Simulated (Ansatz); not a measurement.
`[NH2][AlH][BH]F` + `O=CO[SiH2][SiH3]` → `[NH2][AlH][O][SiH2][SiH3]` + `O=CBF`  (redistribution)

Computed with Ansatz on PBE0-D4/def2-TZVP structures; ΔE is electronic, products minus reactants. CCSD(T)/CBS adds triple-zeta CCSD(T) − MP2 to the extrapolated MP2 energy (def2 sets, frozen cores). DFT in def2-TZVPP. B3LYP here is the variant with VWN-RPA as its local correlation; programs differ in this. One conformer a species, not always the lowest.

`[NH2][AlH][BH]F`:

Cartesian coordinates in Å:
```
N 0.966 1.228 0.488
Al -0.316 0.505 -0.495
B -0.754 -1.590 -0.143
F -0.014 -2.253 0.740
H 1.274 2.186 0.437
H 1.496 0.729 1.186
H -1.036 1.452 -1.548
H -1.616 -2.256 -0.665
```

`O=CO[SiH2][SiH3]`:

```xyz
11

O     1.469    0.841   -1.041
C     1.693   -0.339   -1.069
O     0.797   -1.275   -0.794
Si   -0.782   -0.756   -0.385
Si   -0.747    0.902    1.267
H     2.670   -0.773   -1.323
H    -1.405   -2.021    0.072
H    -1.451   -0.302   -1.630
H    -0.774    2.256    0.664
H     0.473    0.732    2.099
H    -1.941    0.735    2.141
```

`[NH2][AlH][O][SiH2][SiH3]`:

Cartesian coordinates in Å:
```
N -0.048 2.343 0.726
Al -1.383 1.255 1.094
O -1.376 -0.291 0.410
Si -0.751 -1.511 -0.466
Si 1.550 -1.188 -0.808
H 0.727 2.134 0.117
H 0.042 3.273 1.100
H -2.562 1.691 2.037
H -1.433 -1.594 -1.789
H -0.970 -2.806 0.236
H 1.792 0.144 -1.435
H 2.293 -1.218 0.483
H 2.120 -2.231 -1.705
```

`O=CBF`:

Cartesian coordinates in Å:
```
O 0.406 0.332 1.704
C -0.273 0.306 0.706
B 0.292 -0.302 -0.667
F -0.506 -0.296 -1.712
H -1.313 0.710 0.735
H 1.394 -0.750 -0.766
```

| level | ΔE (kJ/mol) | difference from CCSD(T)/CBS |
| --- | --- | --- |
| PBE-D4 | -129.0 | 32.8 |
| r2SCAN-D4 | -147.1 | 14.7 |
| PBE0-D4 | -140.1 | 21.7 |
| B3LYP-D4 | -156.1 | 5.7 |
| ωB97X-V | -148.4 | 13.4 |
| ωB97M-V | -155.1 | 6.7 |
| B2PLYP | -160.3 | 1.5 |
| PBE | -128.4 | 33.4 |
| r2SCAN | -146.6 | 15.2 |
| MP2/def2-TZVPP | -166.2 | -4.4 |
| HF/def2-QZVPP | -174.7 | -12.9 |
| MP2/def2-QZVPP | -168.4 | -6.6 |
| SCS-MP2/def2-QZVPP | -171.1 | -9.3 |
| HF/CBS(def2) | -175.0 | -13.2 |
| MP2/CBS(def2) | -168.7 | -6.9 |
| CCSD/CBS(def2) | -166.6 | -4.8 |
| CCSD(T)/CBS | -161.8 | 0 |

Largest T1 diagnostic among the species: 0.016.

In def2-TZVPP, CCSD(T) changes the Hartree–Fock value by +13.3 kJ/mol (the triples alone add +4.9 kJ/mol) and MP2 by +6.4 kJ/mol. From PBE to PBE0 (25 % exact exchange), in def2-TZVPP and without D4, ΔE moves by −10.8 kJ/mol.
